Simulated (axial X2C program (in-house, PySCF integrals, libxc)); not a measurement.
## Low determinants of SrSe at the PBE0 level, scalar-relativistic

Computed with an axial X2C code built on PySCF integrals. Spin-free means the one-electron spin-free X2C Hamiltonian. Basis: Sr dyall-cv3z [13s12p8d5f1g], Se dyall-cv3z [8s9p6d4f1g] (cores contracted in-house); Gaussian nuclei, density fitting, unrestricted open shells. Masses: Sr 87.906 u, Se 79.917 u.

Search at 2.557 Å (vertical energies from the lowest determinant):

```tsv
ΔE (eV)	state	electrons beyond evenly filled partner blocks	electrons in σ, π, δ, φ
0.00	M_S = 0, Λ = 0	closed shell	32 32 8 0
1.17	M_S = 1, Λ = 1	σα, π+α, π+β, π-α	33 31 8 0
1.19	M_S = 0, Λ = 1	σβ, π+α, π+β, π-α	33 31 8 0
1.37	M_S = 1, Λ = 0	2 × σα	32 32 8 0
2.88	M_S = 1, Λ = 2	2 × π+α, π+β, π-α	32 32 8 0
2.88	M_S = 1, Λ = 0	π+α, π+β, 2 × π-α	32 32 8 0
2.88	M_S = 0, Λ = 2	π+α, 2 × π+β, π-α	32 32 8 0
```

Lowest determinant, M_S = 0, Λ = 0 (closed shell): Re = 2.552 Å, ωe = 283.0 cm⁻¹.

The determinant in row 2 of the search, M_S = 1, Λ = 1 (beyond evenly filled blocks: σα, π+α, π+β, π-α), was followed along the bond at PBE0; measured from the minimum of the lowest determinant it gives:

Te = 0.847 eV (6828 cm⁻¹), Re = 2.842 Å, ωe = 194.0 cm⁻¹.

**Question.** Compare the bond of the determinant in row 2 with that of the lowest one.

**Answer.** At PBE0 its Re is 0.290 Å longer and its force constant, which goes as ωe², is 0.47 times that of the lowest determinant. T0 ≈ Te + Δωe/2 = 6828 + (-44) = 6784 cm⁻¹.

The search compares states at one distance, so a state with another bond length can lie lower; it is not exhaustive and yields mostly the lowest determinant of each block pattern, so other components and higher states of one pattern are missing. These are energies of single determinants, not of spin-adapted states; PBE0 term energies can be off by some tenths of an eV, and the functional has no current term.
